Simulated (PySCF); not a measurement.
Al(All)(OH)2 (C3H7AlO2), SMILES C(=C)[CH2][Al]([OH])[OH]. Atoms are numbered in the order given.

```xyz
13

Al     0.0898     0.0139     0.9164
C      0.2177    -1.1048    -0.6906
C     -0.5170    -0.4684    -1.8268
C      0.0069     0.3289    -2.7682
H     -0.1628    -2.1139    -0.4614
H      1.2944    -1.2070    -0.9187
H     -1.6015    -0.6444    -1.8494
H      1.0809     0.5434    -2.8048
H     -0.6160     0.7817    -3.5437
O     -0.1748     1.6974     0.8134
H     -0.3054     2.1321    -0.0357
O      0.2589    -0.6967     2.4530
H      0.2245    -0.2115     3.2826
```
Charge 0, spin multiplicity 1.

Geometry optimised at B3LYP-D3(BJ)/def2-SVP. One conformer was computed; it need not be the lowest.

Method: IEF-PCM-ωB97X/def2-SVP (PySCF).

The values are the electrostatic part of the solvation free energy, E(continuum) − E(gas) at the gas-phase geometry, in a cavity of scaled van der Waals radii (PySCF's table); cavitation and dispersion terms are not included. A continuum can't describe solvent molecules that bind to the metal. In vacuum the orbital gap is 11.15 eV. The dipole moment in vacuum is 0.62 D.

### Question
Estimate the values in water (ε = 78.36), N,N-dimethylformamide (ε = 37.22), chloroform (ε = 4.71). (The exact figures need the calculation; the answer reports its results.)

### Answer

```csv
solvent,ε,ΔG(elec) (kcal/mol),dipole (D),gap (eV)
water,78.36,-8.9,0.70,11.25
"N,N-dimethylformamide",37.22,-8.7,0.70,11.24
chloroform,4.71,-6.3,0.66,11.21
```
